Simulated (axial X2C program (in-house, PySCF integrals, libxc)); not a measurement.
Spin–orbit effects down a group: molecules with H (ions), CCSD

Computed with an in-house all-electron X2C program for linear molecules (integrals from PySCF), spin-free (one-electron X2C) or two-component (2c: spin–orbit coupling with atomic mean-field Coulomb and Gaunt terms, which also bring small scalar terms), in Dyall basis sets with cores contracted in-house; open shells are unrestricted.

Basis sets: Ba dyall-cv3z, Be dyall-cv3z, Ca dyall-cv3z, H dyall-v3z, Mg dyall-cv3z, Sr dyall-cv3z. Frozen shells (counts by l): BeH⁺ Be 1s, H none, 2 electrons correlated; MgH⁺ Mg 2s1p, H none, 2 electrons correlated; CaH⁺ Ca 2s1p, H none, 10 electrons correlated; SrH⁺ Sr 3s2p1d, H none, 10 electrons correlated; BaH⁺ Ba 4s3p2d, H none, 10 electrons correlated. Coupled cluster in natural virtuals with an MP2 remainder. Where the outer core of a metal is frozen, bonds come out longer and ionisation energies lower. Frozen cores can differ along the series, which adds to the trend.

| molecule | spin-free state | Re (Å) | ωe (cm⁻¹) | De (eV) | 2c state | Re 2c (Å) | ωe 2c (cm⁻¹) | De 2c (eV) |
| --- | --- | --- | --- | --- | --- | --- | --- | --- |
| BeH⁺ | M_S = 0, Λ = 0 | 1.317 | 2199.9 | 3.15 | Ω = 0 | 1.317 | 2199.8 | 3.15 |
| MgH⁺ | M_S = 0, Λ = 0 | 1.664 | 1688.6 | 2.09 | Ω = 0 | 1.664 | 1688.4 | 2.09 |
| CaH⁺ | M_S = 0, Λ = 0 | 1.905 | 1501.9 | 2.14 | Ω = 0 | 1.905 | 1501.9 | 2.14 |
| SrH⁺ | M_S = 0, Λ = 0 | 2.040 | 1413.6 | 2.09 | Ω = 0 | 2.039 | 1413.9 | 2.09 |
| BaH⁺ | M_S = 0, Λ = 0 | 2.142 | 1342.4 | 2.41 | Ω = 0 | 2.141 | 1343.4 | 2.42 |

(1) Work out the shifts from the spin-free to the two-component result.

Fragments in 2c: Be+ + H, Mg+ + H, Ca+ + H, Sr+ + H, Ba+ + H. Each entry is the lowest single determinant of a limited PBE0 search at one distance. De goes to single-determinant-based atoms at the same level (for ions the charge split of lowest energy) and is withheld (n/a) where an atom does not fit its ground term or J level. Main or longest-lived isotopes.

Answers

(1) 

```json
{"molecule": "BeH⁺", "2c state": "Ω = 0", "ΔRe (Å)": "0.000", "Δωe (cm⁻¹)": "-0.1", "ΔDe (eV)": "0.00"}
{"molecule": "MgH⁺", "2c state": "Ω = 0", "ΔRe (Å)": "0.000", "Δωe (cm⁻¹)": "-0.2", "ΔDe (eV)": "0.00"}
{"molecule": "CaH⁺", "2c state": "Ω = 0", "ΔRe (Å)": "0.000", "Δωe (cm⁻¹)": "0.0", "ΔDe (eV)": "0.00"}
{"molecule": "SrH⁺", "2c state": "Ω = 0", "ΔRe (Å)": "-0.001", "Δωe (cm⁻¹)": "0.3", "ΔDe (eV)": "0.00"}
{"molecule": "BaH⁺", "2c state": "Ω = 0", "ΔRe (Å)": "-0.001", "Δωe (cm⁻¹)": "1.0", "ΔDe (eV)": "0.01"}
```

Shifts of one unit in the last digit are rounding.
